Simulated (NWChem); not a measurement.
System: C2H3CaFO2

Output (shortened):

```
             Northwest Computational Chemistry Package (NWChem) 7.3.0
             --------------------------------------------------------

 CS  symmetry detected

                             Geometry "geometry" -> ""
                             -------------------------

 Output coordinates in angstroms (scale by  1.889725989 to convert to a.u.)

  No.       Tag          Charge          X              Y              Z
 ---- ---------------- ---------- -------------- -------------- --------------
    1 Ca                  20.0000     0.00336778     1.15627638     0.00000000
    2 F                    9.0000    -0.00773458     3.20143286     0.00000000
    3 C                    6.0000    -0.01109404    -3.03343834     0.00000000
    4 C                    6.0000     0.01195757    -1.51848827     0.00000000
    5 O                    8.0000     0.00721035    -0.90054603    -1.11802500
    6 O                    8.0000     0.00721035    -0.90054603     1.11802500
    7 H                    1.0000     0.46867416    -3.42463741     0.89980500
    8 H                    1.0000     0.46867416    -3.42463741    -0.89980500
    9 H                    1.0000    -1.05563952    -3.36885239     0.00000000

 Effective nuclear repulsion energy (a.u.)     306.6935624643

      Symmetry information
      --------------------

 Group name             Cs
 Group number              2
 Group order               2
 No. of unique centers     7

                                Z-matrix (autoz)
                                --------

 Units are Angstrom for bonds and degrees for angles

      Type          Name      I     J     K     L     M      Value
      ----------- --------  ----- ----- ----- ----- ----- ----------
    1 Stretch                  1     2                       2.04519
    2 Stretch                  1     4                       2.67478
    3 Stretch                  1     5                       2.34105
    4 Stretch                  1     6                       2.34105
    5 Stretch                  3     4                       1.51513
    6 Stretch                  3     7                       1.09218
    7 Stretch                  3     8                       1.09218
    8 Stretch                  3     9                       1.09708
    9 Stretch                  4     5                       1.27744
   10 Stretch                  4     6                       1.27744
   11 Bend                     1     4     5                61.06979
   12 Bend                     1     4     6                61.06979
   13 Bend                     1     5     4                90.40303
   14 Bend                     1     6     4                90.40303
   15 Bend                     2     1     5               151.47224
   16 Bend                     2     1     6               151.47224
   17 Bend                     3     4     5               118.92223
   18 Bend                     3     4     6               118.92223
   19 Bend                     4     1     5                28.52719
   20 Bend                     4     1     6                28.52719
   21 Bend                     4     3     7               110.57641
   22 Bend                     4     3     8               110.57641
   23 Bend                     4     3     9               108.67410
   24 Bend                     5     1     6                57.05418
   25 Bend                     5     4     6               122.13894
   26 Bend                     7     3     8               110.94603
   27 Bend                     7     3     9               107.98287
   28 Bend                     8     3     9               107.98287
   29 Torsion                  1     5     4     3         178.79379
   30 Torsion                  1     5     4     6           0.29268
   31 Torsion                  1     6     4     3        -178.79379
   32 Torsion                  1     6     4     5          -0.29268
   33 Torsion                  2     1     7     3         177.89829
   34 Torsion                  2     1     8     3        -177.89829
   35 Torsion                  2     1     9     3         180.00000
   36 Torsion                  2     1     5     4        -179.73401
   37 Torsion                  2     1     6     4         179.73401
   38 Torsion                  4     5     1     6          -0.16115
   39 Torsion                  4     6     1     5           0.16115
   40 Torsion                  5     1     3     7         151.30635
   41 Torsion                  5     1     3     8          27.57218
   42 Torsion                  5     1     3     9         -90.56074
   43 Torsion                  5     1     4     6        -179.71683
   44 Torsion                  5     4     1     6         179.71683
   45 Torsion                  5     4     3     7         152.36732
   46 Torsion                  5     4     3     8          29.08272
   47 Torsion                  5     4     3     9         -89.27498
   48 Torsion                  6     1     3     7         -27.57218
   49 Torsion                  6     1     3     8        -151.30635
   50 Torsion                  6     1     3     9          90.56074
   51 Torsion                  6     4     3     7         -29.08272
   52 Torsion                  6     4     3     8        -152.36732
   53 Torsion                  6     4     3     9          89.27498
   54 Torsion                  1     4     7     3         178.00853
   55 Torsion                  1     4     8     3        -178.00853
   56 Torsion                  1     4     9     3         180.00000

  xc_inp: hfexch multiplicative factor not found.

                           NWChem Geometry Optimization
                           ----------------------------

[...]

      ----------------------
      Optimization converged
      ----------------------

  Step       Energy      Delta E   Gmax     Grms     Xrms     Xmax
  ---- ---------------- -------- -------- -------- -------- --------
@    6    -992.23866780 -9.1D-07  0.00012  0.00003  0.00050  0.00144
                                     ok       ok       ok       ok

                                Z-matrix (autoz)
                                --------

 Units are Angstrom for bonds and degrees for angles

[...]

 Rotational Constants
 --------------------
 A=   0.393433 cm-1  (  0.566050 K)
 B=   0.035876 cm-1  (  0.051617 K)
 C=   0.033080 cm-1  (  0.047594 K)

 Temperature                      =   298.15K
 frequency scaling parameter      =   1.0000

 Zero-Point correction to Energy  =   38.121 kcal/mol  (  0.060750 au)
 Thermal correction to Energy     =   42.798 kcal/mol  (  0.068202 au)
 Thermal correction to Enthalpy   =   43.390 kcal/mol  (  0.069146 au)

 Total Entropy                    =   89.998 cal/mol-K
   - Translational                =   40.193 cal/mol-K (mol. weight = 117.9743)
   - Rotational                   =   27.625 cal/mol-K (symmetry #  =        1)
   - Vibrational                  =   22.180 cal/mol-K

 Cv (constant volume heat capacity) =   21.969 cal/mol-K
   - Translational                  =    2.979 cal/mol-K
   - Rotational                     =    2.979 cal/mol-K
   - Vibrational                    =   16.010 cal/mol-K

[normal modes left out]

 ----------------------------------------------------------------------------
 Normal Eigenvalue ||           Projected Infra Red Intensities
  Mode   [cm**-1]  || [atomic units] [(debye/angs)**2] [(KM/mol)] [arbitrary]
 ------ ---------- || -------------- ----------------- ---------- -----------
    1       -0.000 ||    0.000000           0.000         0.000       0.000
    2        0.000 ||    0.000037           0.001         0.036       0.012
    3        0.000 ||    0.000193           0.004         0.188       0.064
    4        0.000 ||    0.000013           0.000         0.013       0.004
    5        0.000 ||    0.000044           0.001         0.043       0.015
    6        0.000 ||    0.000193           0.004         0.188       0.064
    7       19.343 ||    0.000026           0.001         0.025       0.009
    8       62.640 ||    0.009275           0.214         9.042       3.094
    9       79.597 ||    0.020595           0.475        20.077       6.870
   10      159.774 ||    0.047925           1.106        46.720      15.986
   11      300.875 ||    0.015123           0.349        14.743       5.045
   12      325.643 ||    0.002427           0.056         2.366       0.809
   13      523.485 ||    0.000675           0.016         0.658       0.225
   14      538.605 ||    0.027810           0.642        27.110       9.276
   15      640.730 ||    0.021221           0.490        20.687       7.078
   16      767.159 ||    0.035415           0.817        34.524      11.813
   17     1052.724 ||    0.000952           0.022         0.928       0.317
   18     1175.615 ||    0.014790           0.341        14.418       4.933
   19     1226.731 ||    0.010746           0.248        10.476       3.584
   20     1635.639 ||    0.121649           2.807       118.590      40.577
   21     1709.862 ||    0.039606           0.914        38.610      13.211
   22     1753.100 ||    0.360211           8.310       351.152     120.151
   23     1801.129 ||    0.002848           0.066         2.776       0.950
   24     1818.489 ||    0.075519           1.742        73.619      25.190
   25     3570.659 ||    0.001654           0.038         1.613       0.552
   26     3748.216 ||    0.000291           0.007         0.283       0.097
   27     3768.920 ||    0.000216           0.005         0.210       0.072
 ----------------------------------------------------------------------------
```

Level: Hartree-Fock/STO-3G. 

Q: Which NWChem input produces such a log?

A: This is not unique; one that fits is the input that was run:
```
start job
memory heap 200 mb stack 900 mb global 1100 mb
geometry units angstroms
  Ca     0.207920    -1.370808     0.000000
  F      0.108980    -3.413600     0.000000
  C      0.373437     2.815661     0.000000
  C      0.331394     1.301119     0.000000
  O      0.300108     0.683951    -1.118025
  O      0.300108     0.683951     1.118025
  H      0.869566     3.185891     0.899805
  H      0.869566     3.185891    -0.899805
  H     -0.655737     3.195633     0.000000
end
basis spherical
  * library sto-3g
end
dft
  xc hfexch
  iterations 150
end
driver
  maxiter 120
end
task dft optimize
task dft freq
```
